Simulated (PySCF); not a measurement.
Species: C3H12NSi2 (doublet state).
Cartesian coordinates in Å at the GFN2-xTB level; atoms count from 1:
```xyz
18
C3H12NSi2 angstrom
C     -0.8488    1.7494   -0.9899
C     -1.4341    0.4796   -0.5101
N     -0.7049   -0.6859   -0.4883
C     -1.4329   -1.8290    0.0083
Si     0.9841   -0.7765   -0.9115
Si     2.3395    0.6043    0.3533
H     -1.6198    2.5150   -1.0355
H     -0.0461    2.1179   -0.3335
H     -0.4163    1.6351   -1.9855
H     -2.3540    0.4885    0.0491
H     -0.7976   -2.7099   -0.0017
H     -1.7792   -1.6563    1.0321
H     -2.3074   -2.0231   -0.6186
H      1.2751   -2.2065   -0.7432
H      1.1033   -0.5167   -2.3636
H      3.6033   -0.0468    0.7160
H      1.7293    1.0214    1.6231
H      2.6979    1.8458   -0.3414
```

The hyperfine couplings belong to this conformer and change with its torsions.

Identity: `N([CH]C)([SiH2][SiH3])C` [radical].

Theory: UKS B3LYP, pcH-1 on C H N Si, non-relativistic, mean-field spin-orbit, GIAO (PySCF 2.14.0). One conformer (not necessarily the lowest) at the GFN2-xTB geometry, without solvent, vibrations or thermal averaging. GFN2-xTB frequencies show an imaginary mode (38i cm⁻¹), so this geometry is no minimum at that level. The geometry wasn't refined by DFT: couplings that depend on bond lengths, twists or pyramidal angles can differ widely from those at the functional's own minimum. Stability of the SCF solution: not tested.

Largest spin populations (Mulliken): C2 (+0.83), N3 (+0.11) and C1 (-0.07). C2 is the only atom above +0.15. The positive populations add up to 1.12 and the negative ones to -0.12, together 2S = 1. The angles at C2 add up to 358.4°, so it is nearly planar; its axial dipolar tensor and the negative coupling of its proton fit spin in a p orbital normal to that plane.

Problem. McConnell's relation a(H) = Q·ρ ties the coupling of a proton on a planar π carbon to the spin population of that carbon. What Q do the computed values give?

Solution. 
```
  H   C    ρ(C)  a(H) (G)  a/ρ (G)
H10  C2  +0.829    -16.32    -19.7
```

One proton gives one ratio, Q = -19.7 G, and no test of linearity.

Problem. How do the β-proton couplings of this frozen conformer go with θ, the angle between the C–H bond and the normal to the plane of the spin centre's three neighbours, both seen down the bond from centre to carbon?

Solution. 
```tsv
β H	on	centre	θ (°)	cos²θ	a (G)
H7	C1	C2	76	0.05	+2.75
H8	C1	C2	17	0.92	+41.13
H9	C1	C2	44	0.52	+23.19
```

Fitting the Heller–McConnell form a = ρ(B0 + B2 cos²θ), with Mulliken ρ = 0.83, gives B0 = 0.2 G and B2 = 53.5 G, with a largest miss of 0.3 G. By this fit the coupling would be 44.6 G at θ = 0° and 0.2 G at 90°.

Problem. What would the freely rotating methyl group on C1 show?

Solution. Three equal couplings, a 1:3:3:1 quartet. The mean of the three values of this geometry estimates the splitting: 22.4 G, or 62.7 MHz (three bonds 120° apart have a mean cos²θ of 1/2 at any torsion).

Couplings in gauss use g_iso = 2.0029.

Hardware: one thread of an Arm Neoverse V2 (shared host). Cost: 74 s (grids of density and orbitals included), 0.97 GiB resident at most.
